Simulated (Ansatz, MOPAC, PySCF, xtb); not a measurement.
Pair of molecules: GeH4 (SMILES [GeH4]) (first 5 atoms) with CH2F2 (SMILES FCF); geometry from B3LYP-D3(BJ)/def2-TZVP, rigid monomers moved along the line of their centres of mass till Ge1···F6 is 3.08 Å.
(charge 0, multiplicity 1):
```xyz
10

Ge    -0.70011     0.53473     0.34687
H     -0.86038     0.61856    -1.18010
H     -0.37539    -0.91920     0.72698
H     -2.01310     0.95637     1.01988
H      0.44309     1.45177     0.79628
F     -0.43538     0.16826     3.39055
C      0.45748    -0.85978     3.47060
F      1.65853    -0.42340     3.00231
H      0.10807    -1.67416     2.83481
H      0.56985    -1.14104     4.51873
```

Counterpoise-corrected where a basis set is named; no monomer relaxation.

Rows in 6-31G* carry no dispersion term and start afresh at each structure (6-31G* with six Cartesian d functions); the Pople sets are all-electron and without relativity. The state that AM1 reach isn't checked.

Codes used: Ansatz (a program for electronic structure); MOPAC for AM1 (differences of heats of formation); PySCF for 6-31G* rows, the dispersion terms; xtb for the GFN methods. Each number belongs to the level named beside it.

Problem. One of these levels gives 9.0 kJ/mol for the interaction energy. Which one is it?
(A) PBE-D4/def2-TZVPPD
(B) B3LYP/6-31G*
(C) GFN1-xTB
(D) AM1

Solution. D, AM1. The others give -28.1 (GFN1-xTB), -2.4 (PBE-D4/def2-TZVPPD), 7.5 (B3LYP/6-31G*)
